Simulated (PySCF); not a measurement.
# Hf²⁺ (hafnium, charge +2): UHF calculation

Configuration: [Xe] 4f14 5d1 6p1, one real determinant (an excited configuration). Calculation: PySCF 2.14, in def2-TZVPPD with the def2 core potential (60 electrons); a scalar-relativistic core potential.

```json
{
 "Total energy": "-46.463249 hartree",
 "One-electron energy": "-70.8756 hartree",
 "Hartree (Coulomb) energy": "29.2859 hartree",
 "Exchange energy": "-4.8735 hartree",
 "⟨S²⟩": "2.0019",
 "⟨L²⟩": "8.025",
 "Sum of ⟨r⟩": "16.46 bohr",
 "Sum of ⟨r²⟩": "36.93 bohr²",
 "Traceless quadrupole moment −½Σ⟨3z² − r²⟩ along its main axis": "-5.58 e·bohr²"
}
```

```csv
shell,electrons,mean orbital energy (hartree),spread (hartree),"rms radius, mean of both spins (bohr)"
5s α,1,-3.59499,0,1.23
5s β,1,-3.55021,0,1.23
5p α,3,-2.26595,0.03114,1.44
5p β,3,-2.20210,0.03213,1.44
5d α,1,-0.92556,0,2.15
6p α,1,-0.57599,0,4.10
```

⟨L²⟩ = 8.02 against 12 for a pure F term, so this real determinant mixes terms. Energies and moments cover only the electrons outside the core potential. Spin-orbit coupling, absent here, splits the open shell strongly.
